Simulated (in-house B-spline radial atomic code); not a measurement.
# Removing one electron from Pb78+

Closed shell [He] 2s2. Computed with an all-electron radial atomic-structure program (B-spline basis): Koopmans values of Dirac-Hartree-Fock plus a diagonal self-energy, in second order or with its direct term screened (direct RPA, with the hole-particle interaction, or full time-dependent Hartree-Fock), linearised in energy; no-pair Dirac-Coulomb Hamiltonian, finite nucleus. Shifts add to the Koopmans value (the ΔSCF shift is orbital relaxation alone); the final value takes TDHF screening with Breit and QED.

Command:
```bash
python run_mb.py task.json out
```
Settings (nuclear radius in fm, box in bohr, cutoff in hartree):
```
basis_form          2
Z                   82
core_configuration  [He] 2s2
rms_radius          5.5012
mass_number         208
speed_of_light      137.036
box_radius          1.87
lmax                7
intervals           55
virtual_cutoff      26896.0
```

Cost of the run: 0.5 s on 1 thread of AMD EPYC 9R45 (shared host).

Energies in eV:

```tsv
subshell	Koopmans	ΔSCF shift	second order	direct RPA	hole-particle	TDHF	Breit + QED	final
2s1/2	24606.17	-0.392	?	?	?	?	?	?
```

(1) What does the self-energy do to 2s1/2?

Results:

(1) It shifts the removal energy by 6.032 eV in second order, 4.924 with direct RPA, 5.861 with the hole-particle term and 5.857 with TDHF screening (quasi-particle weight 0.996); Breit and QED add -57.171 eV. The final value is 24554.85 eV, against 24550 ± 120 eV (NIST, tabulated theory).
